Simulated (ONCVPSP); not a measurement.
**An all-electron radial function and its pseudo partner (carbon)**

Columns: radius, all-electron u(r) and pseudo u(r) of the 2s shell (level -13.75 eV) of carbon in the configuration [He] 2s2 2p2; PBE, scalar-relativistic, ONCV scheme, ONCVPSP 4.0.1.

| r (bohr) | all-electron | pseudo |
| --- | --- | --- |
| 0.143 | -0.3499 | 0.0688 |
| 0.285 | -0.1807 | 0.1595 |
| 0.428 | 0.1036 | 0.2828 |
| 0.570 | 0.3639 | 0.4293 |
| 0.713 | 0.5654 | 0.5774 |
| 0.855 | 0.7020 | 0.7021 |
| 0.998 | 0.7824 | 0.7824 |
| 1.140 | 0.8168 | 0.8168 |
| 1.283 | 0.8175 | 0.8175 |
| 1.425 | 0.7945 | 0.7945 |
| 1.568 | 0.7556 | 0.7556 |
| 1.710 | 0.7075 | 0.7075 |
| 1.853 | 0.6540 | 0.6540 |
| 1.995 | 0.5992 | 0.5991 |
| 2.138 | 0.5443 | 0.5443 |
| 2.280 | 0.4918 | 0.4918 |
| 2.423 | 0.4418 | 0.4418 |
| 2.565 | 0.3955 | 0.3955 |
| 2.708 | 0.3526 | 0.3526 |
| 2.850 | 0.3137 | 0.3137 |
| 2.992 | 0.2784 | 0.2784 |
| 3.135 | 0.2464 | 0.2463 |
| 3.278 | 0.2176 | 0.2176 |
| 3.420 | 0.1921 | 0.1921 |
| 3.563 | 0.1692 | 0.1692 |
| 3.705 | 0.1491 | 0.1490 |

**Question.** How many radial nodes do the two functions have?

**Answer.** The all-electron 2s function has n − l − 1 = 1; the pseudo-wave has 0, since the states of the same l below it are removed with the core.

**Question.** At about which radius was the pseudo-wave matched?

**Answer.** 1.05 bohr. The columns agree to 0.0005 from 0.85 bohr on; several derivatives are matched, so the curves merge somewhat inside the radius.

**Question.** Is the pseudo-wave norm-conserving?

**Answer.** Yes: the ONCV scheme keeps the norm inside the radius equal to the all-electron one, which fixes the energy derivative of the logarithmic derivative at the level.
